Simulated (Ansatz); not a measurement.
Molecular dynamics of CH6BFO

Input file:

```yaml
crystal:
  periodic: [false, false, false]
  atoms:
    - { symbol: B, position_ang: [0.030529, 0.565926, -0.087513] }
    - { symbol: F, position_ang: [-0.512094, -0.573536, 1.032649] }
    - { symbol: C, position_ang: [1.390534, 0.0828, -0.733847] }
    - { symbol: H, position_ang: [2.137179, -0.21518, 0.008755] }
    - { symbol: H, position_ang: [1.222333, -0.768661, -1.396217] }
    - { symbol: H, position_ang: [1.820148, 0.883464, -1.34449] }
    - { symbol: H, position_ang: [-0.925557, 0.840744, -0.750037] }
    - { symbol: O, position_ang: [0.145785, 1.447141, 1.140379] }
    - { symbol: H, position_ang: [1.03523, 1.638116, 1.402732] }
    - { symbol: H, position_ang: [-0.269087, 0.395686, 1.555189] }
basis:
  gaussian: { orbitals: def2-SVP }
hamiltonian:
  xc: hf
md:
  timestep: 0.5
  n_steps: 200
  ensemble: nve
  temperature: 300.0
  initial_velocities: maxwell_boltzmann
  seed: 9454
```

Run as:

```bash
$ ansatz run input.yaml --threads 1 --pin off --max-ram 2048MiB --backend cpu --events-out ev --progress --plain --runs-dir out
```

It starts at the highest image of a converged band. Of that band: Neighbouring images differ by up to 1.3 eV, so the band resolves the path poorly. A vibrational analysis at the climbing image gives one clearly imaginary mode, 1528i cm⁻¹: a first-order saddle point.

Output, in part (one step line in 4, the closing report, with atoms numbered from 0):

```
md step     0: t =     0.00 fs  T =   300.0 K  F+E_penalty+E_count = -6535.43154743 eV  E_kin = 0.310224 eV  conserved = -6535.12132343 eV  (34 SCF iters)
md step     4: t =     2.00 fs  T =   140.4 K  F+E_penalty+E_count = -6535.26267215 eV  E_kin = 0.145197 eV  conserved = -6535.11747499 eV  (33 SCF iters)
md step     8: t =     4.00 fs  T =   163.6 K  F+E_penalty+E_count = -6535.28832782 eV  E_kin = 0.169207 eV  conserved = -6535.11912100 eV  (33 SCF iters)
md step    12: t =     6.00 fs  T =   181.2 K  F+E_penalty+E_count = -6535.30645043 eV  E_kin = 0.187373 eV  conserved = -6535.11907788 eV  (34 SCF iters)
md step    16: t =     8.00 fs  T =   134.3 K  F+E_penalty+E_count = -6535.25755363 eV  E_kin = 0.138920 eV  conserved = -6535.11863328 eV  (33 SCF iters)
md step    20: t =    10.00 fs  T =   169.2 K  F+E_penalty+E_count = -6535.29401559 eV  E_kin = 0.175004 eV  conserved = -6535.11901196 eV  (55 SCF iters)
md step    24: t =    12.00 fs  T =   193.7 K  F+E_penalty+E_count = -6535.31967337 eV  E_kin = 0.200319 eV  conserved = -6535.11935391 eV  (33 SCF iters)
md step    28: t =    14.00 fs  T =   176.3 K  F+E_penalty+E_count = -6535.29940304 eV  E_kin = 0.182320 eV  conserved = -6535.11708349 eV  (35 SCF iters)
md step    32: t =    16.00 fs  T =   380.5 K  F+E_penalty+E_count = -6535.51502654 eV  E_kin = 0.393505 eV  conserved = -6535.12152118 eV  (36 SCF iters)
md step    36: t =    18.00 fs  T =   339.9 K  F+E_penalty+E_count = -6535.46780488 eV  E_kin = 0.351458 eV  conserved = -6535.11634733 eV  (36 SCF iters)
md step    40: t =    20.00 fs  T =   672.0 K  F+E_penalty+E_count = -6535.81706528 eV  E_kin = 0.694874 eV  conserved = -6535.12219158 eV  (36 SCF iters)
md step    44: t =    22.00 fs  T =   719.4 K  F+E_penalty+E_count = -6535.86152853 eV  E_kin = 0.743934 eV  conserved = -6535.11759433 eV  (37 SCF iters)
md step    48: t =    24.00 fs  T =   960.2 K  F+E_penalty+E_count = -6536.11336714 eV  E_kin = 0.992969 eV  conserved = -6535.12039817 eV  (36 SCF iters)
md step    52: t =    26.00 fs  T =  1107.5 K  F+E_penalty+E_count = -6536.26445982 eV  E_kin = 1.145291 eV  conserved = -6535.11916862 eV  (36 SCF iters)
md step    56: t =    28.00 fs  T =  1210.4 K  F+E_penalty+E_count = -6536.37365066 eV  E_kin = 1.251666 eV  conserved = -6535.12198441 eV  (34 SCF iters)
md step    60: t =    30.00 fs  T =  1079.9 K  F+E_penalty+E_count = -6536.23518268 eV  E_kin = 1.116689 eV  conserved = -6535.11849356 eV  (32 SCF iters)
md step    64: t =    32.00 fs  T =  1047.9 K  F+E_penalty+E_count = -6536.20500920 eV  E_kin = 1.083582 eV  conserved = -6535.12142724 eV  (33 SCF iters)
md step    68: t =    34.00 fs  T =   846.3 K  F+E_penalty+E_count = -6535.99197679 eV  E_kin = 0.875159 eV  conserved = -6535.11681816 eV  (32 SCF iters)
md step    72: t =    36.00 fs  T =  1136.3 K  F+E_penalty+E_count = -6536.29768393 eV  E_kin = 1.175022 eV  conserved = -6535.12266164 eV  (31 SCF iters)
md step    76: t =    38.00 fs  T =  1182.6 K  F+E_penalty+E_count = -6536.34173898 eV  E_kin = 1.222953 eV  conserved = -6535.11878618 eV  (36 SCF iters)
md step    80: t =    40.00 fs  T =  1236.6 K  F+E_penalty+E_count = -6536.39954872 eV  E_kin = 1.278756 eV  conserved = -6535.12079275 eV  (35 SCF iters)
md step    84: t =    42.00 fs  T =  1167.9 K  F+E_penalty+E_count = -6536.32656436 eV  E_kin = 1.207741 eV  conserved = -6535.11882321 eV  (36 SCF iters)
md step    88: t =    44.00 fs  T =  1166.4 K  F+E_penalty+E_count = -6536.32817486 eV  E_kin = 1.206181 eV  conserved = -6535.12199348 eV  (37 SCF iters)
md step    92: t =    46.00 fs  T =  1041.4 K  F+E_penalty+E_count = -6536.19348366 eV  E_kin = 1.076901 eV  conserved = -6535.11658220 eV  (36 SCF iters)
md step    96: t =    48.00 fs  T =  1244.4 K  F+E_penalty+E_count = -6536.40931831 eV  E_kin = 1.286861 eV  conserved = -6535.12245774 eV  (37 SCF iters)
md step   100: t =    50.00 fs  T =  1112.1 K  F+E_penalty+E_count = -6536.26710099 eV  E_kin = 1.149986 eV  conserved = -6535.11711486 eV  (36 SCF iters)
md step   104: t =    52.00 fs  T =  1252.6 K  F+E_penalty+E_count = -6536.41847482 eV  E_kin = 1.295243 eV  conserved = -6535.12323220 eV  (36 SCF iters)
md step   108: t =    54.00 fs  T =  1107.0 K  F+E_penalty+E_count = -6536.26181078 eV  E_kin = 1.144702 eV  conserved = -6535.11710868 eV  (38 SCF iters)
md step   112: t =    56.00 fs  T =  1203.2 K  F+E_penalty+E_count = -6536.36574123 eV  E_kin = 1.244213 eV  conserved = -6535.12152788 eV  (36 SCF iters)
md step   116: t =    58.00 fs  T =  1121.6 K  F+E_penalty+E_count = -6536.27744446 eV  E_kin = 1.159830 eV  conserved = -6535.11761432 eV  (37 SCF iters)
md step   120: t =    60.00 fs  T =  1248.4 K  F+E_penalty+E_count = -6536.41388241 eV  E_kin = 1.290944 eV  conserved = -6535.12293858 eV  (36 SCF iters)
md step   124: t =    62.00 fs  T =  1109.5 K  F+E_penalty+E_count = -6536.26568955 eV  E_kin = 1.147345 eV  conserved = -6535.11834408 eV  (36 SCF iters)
md step   128: t =    64.00 fs  T =  1078.3 K  F+E_penalty+E_count = -6536.23610914 eV  E_kin = 1.115059 eV  conserved = -6535.12105026 eV  (53 SCF iters)
md step   132: t =    66.00 fs  T =   945.2 K  F+E_penalty+E_count = -6536.09389468 eV  E_kin = 0.977431 eV  conserved = -6535.11646342 eV  (36 SCF iters)
md step   136: t =    68.00 fs  T =  1205.3 K  F+E_penalty+E_count = -6536.37042771 eV  E_kin = 1.246357 eV  conserved = -6535.12407121 eV  (34 SCF iters)
md step   140: t =    70.00 fs  T =  1061.3 K  F+E_penalty+E_count = -6536.21425874 eV  E_kin = 1.097502 eV  conserved = -6535.11675705 eV  (36 SCF iters)
md step   144: t =    72.00 fs  T =  1264.9 K  F+E_penalty+E_count = -6536.43070356 eV  E_kin = 1.308020 eV  conserved = -6535.12268340 eV  (34 SCF iters)
md step   148: t =    74.00 fs  T =  1132.6 K  F+E_penalty+E_count = -6536.28947439 eV  E_kin = 1.171207 eV  conserved = -6535.11826758 eV  (35 SCF iters)
md step   152: t =    76.00 fs  T =  1038.0 K  F+E_penalty+E_count = -6536.19503670 eV  E_kin = 1.073386 eV  conserved = -6535.12165042 eV  (35 SCF iters)
md step   156: t =    78.00 fs  T =   940.4 K  F+E_penalty+E_count = -6536.09006624 eV  E_kin = 0.972465 eV  conserved = -6535.11760142 eV  (33 SCF iters)
md step   160: t =    80.00 fs  T =  1135.7 K  F+E_penalty+E_count = -6536.29698051 eV  E_kin = 1.174405 eV  conserved = -6535.12257584 eV  (38 SCF iters)
md step   164: t =    82.00 fs  T =   971.1 K  F+E_penalty+E_count = -6536.12135686 eV  E_kin = 1.004239 eV  conserved = -6535.11711763 eV  (38 SCF iters)
md step   168: t =    84.00 fs  T =  1165.7 K  F+E_penalty+E_count = -6536.32814367 eV  E_kin = 1.205478 eV  conserved = -6535.12266576 eV  (36 SCF iters)
md step   172: t =    86.00 fs  T =  1162.7 K  F+E_penalty+E_count = -6536.32241634 eV  E_kin = 1.202329 eV  conserved = -6535.12008764 eV  (37 SCF iters)
md step   176: t =    88.00 fs  T =  1060.0 K  F+E_penalty+E_count = -6536.21674020 eV  E_kin = 1.096114 eV  conserved = -6535.12062638 eV  (37 SCF iters)
md step   180: t =    90.00 fs  T =   912.7 K  F+E_penalty+E_count = -6536.06083803 eV  E_kin = 0.943816 eV  conserved = -6535.11702176 eV  (38 SCF iters)
md step   184: t =    92.00 fs  T =  1115.3 K  F+E_penalty+E_count = -6536.27630686 eV  E_kin = 1.153318 eV  conserved = -6535.12298867 eV  (36 SCF iters)
md step   188: t =    94.00 fs  T =  1012.5 K  F+E_penalty+E_count = -6536.16760124 eV  E_kin = 1.047056 eV  conserved = -6535.12054538 eV  (36 SCF iters)
md step   192: t =    96.00 fs  T =   941.7 K  F+E_penalty+E_count = -6536.09252623 eV  E_kin = 0.973771 eV  conserved = -6535.11875493 eV  (37 SCF iters)
md step   196: t =    98.00 fs  T =  1141.8 K  F+E_penalty+E_count = -6536.30153651 eV  E_kin = 1.180712 eV  conserved = -6535.12082468 eV  (37 SCF iters)
md step   200: t =   100.00 fs  T =  1139.5 K  F+E_penalty+E_count = -6536.30016169 eV  E_kin = 1.178338 eV  conserved = -6535.12182363 eV  (37 SCF iters)
Total energy: -6536.30016169 eV, -240.2046004787 hartree
Atom 0 at    -0.343176    -0.388063    -0.329727 Å, force    -0.169880     0.239865    -1.134766 eV/Å
Atom 1 at    -0.595340    -1.386040     0.517553 Å, force    -0.067457     0.723649    -0.421292 eV/Å
Atom 2 at     1.213850     0.023049    -0.596454 Å, force    -1.378084    -1.473892     0.913313 eV/Å
Atom 3 at     1.829399    -0.353216     0.266313 Å, force    -0.322678     0.150980    -1.207302 eV/Å
Atom 4 at     1.487004    -0.407676    -1.585167 Å, force     0.177558     0.085263     0.723144 eV/Å
Atom 5 at     1.326661     1.080454    -0.648846 Å, force     0.122443     1.015524    -0.124529 eV/Å
Atom 6 at    -1.362902     0.089068    -1.008020 Å, force     1.668766    -0.705776     1.287577 eV/Å
Atom 7 at     0.675031     2.839183     1.706986 Å, force    -1.968514    -0.009579    -1.661139 eV/Å
Atom 8 at     1.132724     3.133503     2.441583 Å, force     1.186983     0.581158     1.707663 eV/Å
Atom 9 at    -0.110856     3.394025     1.685635 Å, force     0.750865    -0.607192    -0.082670 eV/Å
Dipole moment:     0.029349     0.561518     0.192260 e Å
```

All steps were run. The conserved energy stayed within 0.59 meV per atom of its start (net change -0.05 meV per atom), so the integration is sound. The kinetic energy rose, since the run started high on the potential surface and went downhill. It ends in pieces (CH4BF + H2O), so much of that is their flight and rotation, not heat. A run of 0.1 ps of so small a system gives no equilibrium averages. The orbitals stay closed-shell, which can raise the energy where a bond breaks towards radicals; this wasn't checked here.

Between its relaxed ends the band would form B1–O8, F2–H10 and break B1–F2, O8–H10. These pairs go: B1–O8 1.52 → 3.95 Å, F2–H10 1.13 → 4.94 Å, B1–F2 1.69 → 1.33 Å, O8–H10 1.20 → 0.96 Å. In the last frame they stand as before the step (other bonds may differ from the relaxed reactants and products). It ends as CH4BF + H2O. Pairs count as bonded within 1.25 times the sum of covalent radii (0.12 Å more for H–H).

Last frame:

```xyz
10
Properties=species:S:1:pos:R:3
B -0.343 -0.388 -0.330
F -0.595 -1.386 0.518
C 1.214 0.023 -0.597
H 1.829 -0.353 0.266
H 1.487 -0.408 -1.585
H 1.327 1.081 -0.649
H -1.363 0.089 -1.008
O 0.675 2.839 1.707
H 1.133 3.134 2.442
H -0.111 3.394 1.686
```

Run time: 2.8 min on 1 thread of Intel(R) Xeon(R) 6975P-C (Granite Rapids), with other jobs on the host, peak memory 0.15 GiB.
